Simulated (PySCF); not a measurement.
**Correlation energy of Ca¹⁶⁺ (calcium, charge +16)**

Starting occupation: [He] 2s2. Calculation: PySCF 2.14, in an even-tempered Gaussian basis (17 s from 0.75 bohr⁻², ratio 2.6; 11 p from 0.97 bohr⁻², ratio 2.6; 7 d from 1 bohr⁻², ratio 2.8; 4 f from 22 bohr⁻², ratio 2.8); X2C-1e with screened-nucleus spin-orbit coupling, Gaussian nucleus. Frozen: nothing; 4 electrons correlated; the 28 highest virtual spinors left out.

MP2 pair energies summed by pair of shells (mhartree):

| pair | energy | share (%) |
| --- | --- | --- |
| 2s1/2-2s1/2 | -132.02 | 69.9 |
| 1s1/2-1s1/2 | -41.94 | 22.2 |
| 1s1/2-2s1/2 | -14.94 | 7.9 |

Total MP2 correlation energy: -188.90 mhartree.

The virtual space was cut to 50 spinors, which keep -176.28 of the -188.90 mhartree of MP2 correlation.

| level | correlation energy (mhartree) |
| --- | --- |
| CCSD | -276.38 |
| (T) | -0.55 |
| CCSD(T) | -276.93 |

Diagnostics: T1 = 0.0012, largest double amplitude 0.141.

Cost of the coupled-cluster step: about 7 core-seconds, for 4 occupied and 50 virtual spinors.

The coupled-cluster values are those of the cut space; adding the MP2 remainder, -12.62 mhartree, estimates the full space.
